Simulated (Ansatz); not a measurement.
BeBr2. Total charge 0; singlet. Geometry PBE-D4/def2-TZVP, basis def2-TZVP, Ansatz.

```xyz
3

Be    0.0000   -0.0001    0.0000
Br   -1.3759    0.1578    1.3873
Br    1.3759   -0.1578   -1.3873
```

| run | HOMO (eV) | LUMO (eV) |
| --- | --- | --- |
| A | -7.93 | -0.91 |
| B | -7.75 | -1.60 |
| C | -11.57 | 1.02 |
| D | -7.53 | -1.23 |
| E | -8.46 | -0.94 |
| F | -8.85 | -0.60 |

LC-ωPBE has ω = 0.4 bohr⁻¹. HSE06 is defined as in plane-wave codes, on full-range PBE exchange. The structure comes from a short search, and lower isomers may exist.

Task: The runs used HSE06, LC-ωPBE, LDA (SPW92), PBE0, r2SCAN, revPBE. Estimate which is which.

Result: A r2SCAN (0 % exact exchange); B LDA (SPW92) (0 % exact exchange); C LC-ωPBE (range-separated); D revPBE (0 % exact exchange); E HSE06 (range-separated); F PBE0 (25 % exact exchange). Exact exchange lowers occupied and raises empty levels; among semilocal functionals meta-GGAs tend to open the gap a little, and such runs are hard to tell apart. The gap grows from 6.14 eV (LDA (SPW92)) to 12.59 eV (LC-ωPBE).
